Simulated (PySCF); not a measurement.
# From PBE0/6-31G* to PBE0/6-311+G(2d,p): the HOMO energy of 7 molecules

Settings: PySCF, density fitting, no solvent, no relativity; the PBE0-D3(BJ)/def2-SVP geometry of a molecule is the same in every run. Shieldings use GIAOs. All basis functions are spherical. Basis functions per molecule: 92–116 in 6-31G*, 201–231 in 6-311+G(2d,p).

HOMO energy (eV):

```tsv
molecule	PBE0/6-31G*	PBE0/6-311+G(2d,p)
C#C[Si@@H]1C=C(Cl)S1	-6.66	?
CC[B@H-](N)[NH3+]	-5.67	-6.24
BCO[SiH2][SiH3]	-7.61	-7.86
BSB(Cl)SC	-7.62	-7.67
C[NH+](C)[BH2-]N	-5.72	-6.22
CO[Si@H](Cl)O[SiH3]	-8.55	-8.70
NCC[BH2-][NH3+]	-6.60	-6.91
```

Problem. Predict the missing value of `C#C[Si@@H]1C=C(Cl)S1` from the other molecules.

Solution. The basis change moves the other 6 molecules by -0.30 eV on average (standard deviation 0.20), which puts `C#C[Si@@H]1C=C(Cl)S1` at -6.66 − 0.30 = -6.96 eV. A straight line through the pairs, y = 0.846x − 1.38, gives -7.01 eV. The run gave -6.80 eV: the mean change misses by 0.16, the line by 0.21 eV.

Problem. Which of the two rules would one have trusted beforehand?

Solution. Leaving out each listed molecule in turn and predicting it from the rest, the mean change misses by 0.186 eV on average and the line by 0.106; so the fitted line, and for `C#C[Si@@H]1C=C(Cl)S1` it wasn't the closer one.

Problem. How even is the effect, and which conclusions about the order would change?

Solution. Among the 6 molecules with both values given it runs from -0.57 eV for `CC[B@H-](N)[NH3+]` to -0.05 eV for `BSB(Cl)SC`; `C#C[Si@@H]1C=C(Cl)S1` moves by -0.14 eV, inside this range. The change is of one sign for all of them. Of the 15 pairs among the 6, 2 change order, the widest-spaced at PBE0/6-31G* being `CC[B@H-](N)[NH3+]` and `C[NH+](C)[BH2-]N`, 0.05 eV apart there.

Neither level serves as a reference here, and other classes of molecule may behave otherwise.
